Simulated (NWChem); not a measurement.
C3H6F2; SMILES CC(C)(F)F

```xyz
11

C      1.2789     0.0000    -0.7917
C      0.0000     0.0000     0.0079
C     -1.2789     0.0000    -0.7917
F      0.0000    -1.0905     0.8287
F      0.0000     1.0905     0.8287
H      1.3334     0.8949    -1.4261
H      2.1315     0.0000    -0.0989
H      1.3334    -0.8949    -1.4261
H     -1.3334     0.8949    -1.4261
H     -2.1315     0.0000    -0.0989
H     -1.3334    -0.8949    -1.4261
```
Atoms are numbered in this order, from 1.

Computed with NWChem. Pople sets run with spherical d functions. Coordinates come from a PBE0/def2-SVP optimisation. Atomic charges in e: unrestrained fits to the electrostatic potential beside Mulliken populations; buried atoms are poorly determined by the fit.

For level Hartree-Fock/6-31G*:

- Mulliken C1 = -0.57
- ESP C2 = 0.95
- Mulliken C2 = 0.93
- Mulliken C3 = -0.57
- Mulliken F4 = -0.46
- Mulliken F5 = -0.46

How do the values read with level B3LYP/def2-SVP instead?

The Mulliken C1 comes out as 0.03, the ESP C2 is 0.83 and the Mulliken C2 is 0.25. The Mulliken C3 comes out as 0.03 and the Mulliken F4 is -0.23. The Mulliken F5 comes out as -0.23.
